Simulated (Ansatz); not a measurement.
# Which method gave which barrier?

Saddle point of SiH$_{5}$O$_{3}$F, singlet (SiH₃O₃F ([OH][Si]([OH])([OH])[F]) + H₂ → SiH₄O₃ ([OH][SiH]([OH])[OH]) + HF; bonds formed: Si1–H7, F2–H6; bonds broken: Si1–F2, H6–H7), PBE0-D4/def2-TZVP structure:

Si1  (-0.191, -0.133, 0.170)
F2  (1.340, 1.064, -0.439)
O3  (-1.030, -1.512, 0.404)
O4  (-1.130, 0.696, -0.866)
O5  (0.177, 0.295, 1.684)
H6  (1.396, -0.166, -0.638)
H7  (1.034, -1.026, -0.575)
H8  (-1.708, -1.696, -0.248)
H9  (-0.719, 1.482, -1.234)
H10  (0.832, 0.994, 1.742)
(Å)

Program: Ansatz 0.2.0. Basis: def2-TZVPP, with def2-QZVPP for the basis limit. Cores are frozen in the correlated methods. Extrapolation: Hartree–Fock as exp(−7.88 √X), correlation as X^−2.97. Four methods, as single points on the PBE0-D4 structures, gave these electronic barriers from the start structure: 174.3, 231.0, 270.5, 324.3 kJ/mol.

Question: The methods were, in alphabetical order, BHLYP-D4, HF, PBE0-D4, SPW92. Which gave which? (A judgement: the text doesn't fix the answer.)

Answer: The calculation gives: SPW92 174.3; PBE0-D4 231.0; BHLYP-D4 270.5; HF 324.3 kJ/mol. For comparison, CCSD(T) at an estimated basis limit (MP2 extrapolated from triple and quadruple zeta, plus CCSD(T) − MP2 in triple zeta) gives 254.0 kJ/mol.

T1 diagnostic: at most 0.013.

Labels in which every atom is bracketed show which atoms are joined, not bond orders.

For scale, one of the runs: CCSD(T)/def2-TZVPP, 236 basis functions, launched by `ansatz run in.yaml --threads 4 --pin off --events-out ev --progress --plain --max-ram 9574MiB`. Time: 2.1 min of wall clock on 4 CPU threads of an Arm Neoverse V2; the host was shared. Peak host memory: 4.7 GiB.
